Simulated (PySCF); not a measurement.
C2H6ClFSi, SMILES F[Si](C)(C)Cl. Geometry optimised at PBE-D3(BJ)/def2-SVP.

Computed equilibrium geometry at PBE-D3(BJ)/def2-SVP (PySCF confirms it by a frequency run) as bond lengths and angles, and its point group:
point group Cs.
Atoms: C1 Si2 C3 F4 Cl5 H6 H7 H8 H9 H10 H11. Bond lengths (Å): C1–Si2 1.865, C1–H6 1.108, C1–H7 1.109, C1–H8 1.109, Si2–C3 1.865, Si2–F4 1.642, Si2–Cl5 2.084, C3–H9 1.108, C3–H10 1.109, C3–H11 1.109. Angles (°): Si2–C1–H6 110.6, Si2–C1–H7 110.7, Si2–C1–H8 110.5, H6–C1–H7 108.2, H6–C1–H8 108.4, H7–C1–H8 108.4, C1–Si2–C3 115.0, C1–Si2–F4 108.4, C1–Si2–Cl5 109.1, C3–Si2–F4 108.4, C3–Si2–Cl5 109.1, F4–Si2–Cl5 106.6, Si2–C3–H9 110.6, Si2–C3–H10 110.7, Si2–C3–H11 110.5, H9–C3–H10 108.2, H9–C3–H11 108.4, H10–C3–H11 108.4.
